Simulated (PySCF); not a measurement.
**`C[NH2+][C@@H]1C[C@@H]1[SiH3]`, [C$_{4}$H$_{12}$NSi]+, charge +1**

Molfile (atoms numbered from 1):
```
C4H12NSi
     RDKit          3D

 18 18  0  0  0  0  0  0  0  0999 V2000
   -1.9340   -0.8945   -0.0133 C   0  0  0  0  0  0  0  0  0  0  0  0
   -1.2345    0.2512   -0.6281 N   0  0  0  0  0  0  0  0  0  0  0  0
   -0.2360    0.8675    0.2685 C   0  0  2  0  0  0  0  0  0  0  0  0
    0.8612    1.6729   -0.3455 C   0  0  0  0  0  0  0  0  0  0  0  0
    1.1659    0.3320    0.2682 C   0  0  2  0  0  0  0  0  0  0  0  0
    1.7700   -1.1278   -0.8080 Si  0  0  0  0  0  4  0  0  0  0  0  0
   -2.6314   -1.3376   -0.7212 H   0  0  0  0  0  0  0  0  0  0  0  0
   -2.4835   -0.5663    0.8671 H   0  0  0  0  0  0  0  0  0  0  0  0
   -1.2024   -1.6422    0.2853 H   0  0  0  0  0  0  0  0  0  0  0  0
   -0.7234   -0.0761   -1.4626 H   0  0  0  0  0  0  0  0  0  0  0  0
   -1.9208    0.9573   -0.9220 H   0  0  0  0  0  0  0  0  0  0  0  0
   -0.6873    1.2013    1.1945 H   0  0  0  0  0  0  0  0  0  0  0  0
    1.1757    2.5744    0.1571 H   0  0  0  0  0  0  0  0  0  0  0  0
    0.8885    1.7579   -1.4218 H   0  0  0  0  0  0  0  0  0  0  0  0
    1.6457    0.3752    1.2379 H   0  0  0  0  0  0  0  0  0  0  0  0
    3.1828   -0.9500   -1.0769 H   0  0  0  0  0  0  0  0  0  0  0  0
    0.9605   -1.0355   -2.0490 H   0  0  0  0  0  0  0  0  0  0  0  0
    1.3943   -2.3533   -0.1066 H   0  0  0  0  0  0  0  0  0  0  0  0
  1  2  1  0
  2  3  1  0
  3  4  1  0
  4  5  1  0
  5  6  1  0
  5  3  1  0
  1  7  1  0
  1  8  1  0
  1  9  1  0
  2 10  1  0
  2 11  1  0
  3 12  1  1
  4 13  1  0
  4 14  1  0
  5 15  1  1
  6 16  1  0
  6 17  1  0
  6 18  1  0
M  CHG  1   2   1
M  END
```

The calculation used TDDFT LC-wPBE/def2-SVPD circular dichroism and optical rotation, one conformer, gas phase in PySCF. Geometry: GFN2-xTB.

The molecule is flexible and this is one conformer; a measurement averages over conformers.

Problem. Draw the ECD and absorption spectra from the lowest 16 states, each a Gaussian of half-width 0.2 eV at 1/e height.

Solution. 
| E (eV) | λ (nm) | Δε (L mol⁻¹ cm⁻¹) | ε (L mol⁻¹ cm⁻¹) |
| --- | --- | --- | --- |
| 8.37 | 148 | -0.02 | 0.848 |
| 8.52 | 146 | -0.54 | 21.9 |
| 8.67 | 143 | -4.58 | 207 |
| 8.82 | 141 | -13.80 | 845 |
| 8.97 | 138 | -11.96 | 1960 |
| 9.12 | 136 | +20.73 | 3640 |
| 9.27 | 134 | +46.60 | 5800 |
| 9.42 | 132 | +0.13 | 8430 |
| 9.57 | 130 | -48.40 | 9130 |
| 9.72 | 128 | -1.55 | 6320 |
| 9.87 | 126 | +63.74 | 7720 |
| 10.02 | 124 | +137.81 | 17200 |
| 10.17 | 122 | +151.23 | 31300 |

Δε uses R in velocity form, ε uses f in length form. Only the states computed contribute, so the short-wavelength end is incomplete.

The sign of the CD band at 119 nm isn't settled: the length form gives the opposite one.
